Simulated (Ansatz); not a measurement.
Cost and result for the atomization energy of `[OH][SnH]1[NH]C[O]1` (10 atoms, 10 bonds).

```json
{"atom": "O1", "x (Å)": "-0.802", "y (Å)": "-1.608", "z (Å)": "1.865"}
{"atom": "Sn2", "x (Å)": "0.523", "y (Å)": "-0.633", "z (Å)": "0.819"}
{"atom": "N3", "x (Å)": "-0.154", "y (Å)": "1.133", "z (Å)": "0.085"}
{"atom": "C4", "x (Å)": "-0.080", "y (Å)": "0.593", "z (Å)": "-1.285"}
{"atom": "O5", "x (Å)": "0.252", "y (Å)": "-0.778", "z (Å)": "-1.147"}
{"atom": "H6", "x (Å)": "-1.699", "y (Å)": "-1.445", "z (Å)": "1.559"}
{"atom": "H7", "x (Å)": "1.991", "y (Å)": "-1.052", "z (Å)": "1.559"}
{"atom": "H8", "x (Å)": "0.350", "y (Å)": "1.999", "z (Å)": "0.222"}
{"atom": "H9", "x (Å)": "0.673", "y (Å)": "1.115", "z (Å)": "-1.892"}
{"atom": "H10", "x (Å)": "-1.054", "y (Å)": "0.676", "z (Å)": "-1.784"}
```

Charge 0, multiplicity 1. Correlated methods include outer-core shells of Sn, which these sets cover unevenly. Sn: def2 effective core potential. Geometry: relaxed with PBE0-D4/def2-TZVP. It is one conformer, not always the lowest. Program: Ansatz. All runs use 4 threads of an Arm Neoverse V2 on a shared host. Times are those of one run each, without the atoms' runs, and a repeat can differ threefold. Electronic energies, without spin–orbit coupling; frozen cores. CCSD(T)/CBS adds CCSD(T) − MP2 in def2-TZVPP to the MP2 limit, and its time is that of the two runs behind it. T1 = 0.015. With those shells the extrapolation isn't a true limit.

CCSD(T)/CBS is a level of theory with its own doubt, some kJ/mol a heavy atom from the limit and from the frozen cores, so smaller differences don't rank the functionals.

| level | functions | wall time | atomization (kcal/mol) | difference from CCSD(T)/CBS | per bond |
| --- | --- | --- | --- | --- | --- |
| BLYP-D4/def2-TZVPP | 244 | 1.8 s | 828.7 | -4.4 | -0.4 |
| PBE0-D4/def2-TZVPP | 244 | 2.6 s | 820.3 | -12.8 | -1.3 |
| r2SCAN-D4/def2-TZVPP (with forces) | 244 | 4.2 s | 823.9 | -9.2 | -0.9 |
| r2SCANh-D4/def2-TZVPP | 244 | 4.2 s | 813.7 | -19.4 | -1.9 |
| PBE-QIDH/def2-TZVPP | 244 | 4.9 s | 811.8 | -21.3 | -2.1 |
| B2PLYP/def2-TZVPP | 244 | 4.9 s | 813.3 | -19.8 | -2.0 |
| ωB97X-V/def2-TZVPP | 244 | 7 s | 830.7 | -2.4 | -0.2 |
| CCSD(T)/def2-SVP | 107 | 7.5 s | 754.1 | -79.0 | -7.9 |
| B97M-V/def2-TZVPP | 244 | 8.5 s | 828.5 | -4.6 | -0.5 |
| ωB97M-V/def2-TZVPP (with forces) | 244 | 9.5 s | 826.3 | -6.8 | -0.7 |
| MP2/def2-QZVPP | 460 | 17 s | 839.1 | 6.0 | 0.6 |
| CCSD(T)/def2-TZVPP | 244 | 3.5 min | 801.1 | -32.0 | -3.2 |
| CCSD(T)/CBS(def2) | – | 3.8 min | 833.1 | 0.0 | 0.0 |

From PBE to PBE0 (25 % exact exchange), in def2-TZVPP and without D4, the atomization energy moves by −28.5 kcal/mol: exact exchange takes away binding that semilocal exchange gives to molecules. Leaving LDA and LC-ωPBE aside and taking each functional with its dispersion term where it has one, the values, not all of them listed here, spread over 69.2 kcal/mol, from BHLYP-D4 to PBE-D4. LDA lies +132.6 kcal/mol from PBE without D4, its usual overbinding. In def2-TZVPP, CCSD(T) changes the Hartree–Fock value by +278.9 kcal/mol (the triples alone add +19.1 kcal/mol) and MP2 by +297.6 kcal/mol; breaking electron pairs costs correlation energy, which Hartree–Fock lacks.

Spin–orbit coupling would lower the free Sn atoms strongly, and the atomization energy with them, by more than many differences here. For some Ge, Se and Sn compounds the MP2-based and the directly extrapolated limit differ by 10 to 25 kJ/mol.
